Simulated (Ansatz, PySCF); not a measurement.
C3H5BFN, SMILES NB1C=C[C@@H]1F.

Geometry: B3LYP-D3(BJ)/def2-SVP. The structure was generated by enumeration; whether it is a known compound was not checked. One conformer was computed; it need not be the lowest.

Vertical ionisation energy (IE) and electron affinity (EA) in eV. Rows of orbital energies are one-electron estimates. Where ΔSCF, EOM or ADC give a negative EA the extra electron is unbound and the value depends on the basis.

```
level                                                                       IE     EA
------------------------------------------------------------------------  ----  -----
−ε(HOMO), −ε(LUMO), M06-2X/def2-TZVP (PySCF)                              8.91  -0.30
−ε(HOMO), −ε(LUMO), PBE/def2-TZVP (PySCF)                                 6.29   1.60
ΔSCF, CAM-B3LYP/def2-SVPD (Ansatz), final states of multiplicity 2 and 2  9.91  -1.20
ΔSCF, PBE/def2-SVPD (Ansatz), final states of multiplicity 2 and 2         [?]    [?]
```

### Question
Some entries are withheld; supply them. (The exact figures need the calculation; the answer reports its results.)

### Answer

- ΔSCF, PBE/def2-SVPD (Ansatz, a quantum-chemistry and plane-wave program), final states of multiplicity 2 and 2, IE: 9.42
- ΔSCF, PBE/def2-SVPD (Ansatz), final states of multiplicity 2 and 2, EA: -0.92

### Question
What vertical singlet–triplet gap does ΔSCF give with CAM-B3LYP/def2-SVPD (Ansatz) and with PBE/def2-SVPD (Ansatz)? (Estimate from the structure and the level; the computed values follow.)

### Answer
4.22 and 4.18 eV (triplet above singlet where positive).
